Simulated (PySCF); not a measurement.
Precursor series Cd NH2-Br. Gas-phase values, no solvent. One relaxed conformer stands for each flexible species; it need not be the lowest.

Calculation: TPSSh-D3(BJ)/def2-TZVP // PBE-D3(BJ)/def2-SVP in PySCF. All candidates: neutral, multiplicity 1. 

```json
{
  "HOMO": "-7.72 eV",
  "HOMO–LUMO gap": "4.95 eV",
  "LUMO": "-2.77 eV"
}
```

Problem. Identify which member has these values.
A. [Cd(NH2)(Br)]
B. [Cd(NH2)2]
C. [Cd(Br)2]

Solution. C, [Cd(Br)2]. The others give [Cd(NH2)2]: -5.94 eV, 4.93 eV, -1.01 eV; [Cd(NH2)(Br)]: -6.70 eV, 4.80 eV, -1.90 eV
